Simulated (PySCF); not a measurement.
B(H)(Et)(vinyl) (C4H9B), SMILES CCBC=C. Atoms are numbered in the order given.

```xyz
14

B     -0.6951     0.7584     0.5797
H     -1.3598     1.6311     1.1071
C      0.8425     1.0512     0.4968
C      1.8248     0.1130    -0.1905
H      1.1106     1.1604     1.5707
H      0.9605     2.0881     0.1275
H      1.6757     0.0958    -1.2817
H      1.7221    -0.9223     0.1702
H      2.8685     0.4186    -0.0177
C     -1.4635    -0.5142     0.1256
C     -1.0747    -1.3444    -0.8581
H     -2.4503    -0.7075     0.5678
H     -1.7038    -2.1727    -1.2042
H     -0.1228    -1.2172    -1.3809
```
Charge 0, spin multiplicity 1.

Geometry: PBE0-D3(BJ)/def2-SVP. The structure was generated by enumeration, and PubChem lists no compound with its InChIKey, so it may never have been made. The values are those of a single conformer.

Level of theory: PBE0/pcSseg-1 (PySCF).

GIAO shieldings, no solvent; atoms listed in one row are averaged. δ = σ(ref) − σ: ¹¹B against BF3 (σ = 88.8 ppm); ¹H against TMS (σ = 31.56 ppm); ¹³C against TMS (σ = 186.3 ppm), references at their B3LYP-D3(BJ)/def2-TZVP geometries, non-relativistic.

```tsv
nucleus	atoms	count	δ (ppm)
¹¹B	B1	1	61.6
¹H	H12	1	7.48
¹H	H2	1	7.04
¹H	H14	1	7.00
¹H	H13	1	6.91
¹H	H6	1	2.41
¹H	H5	1	1.77
¹H	H7, H8, H9	3	1.52
¹³C	C11	1	153.6
¹³C	C10	1	152.9
¹³C	C3	1	29.3
¹³C	C4	1	13.9
```
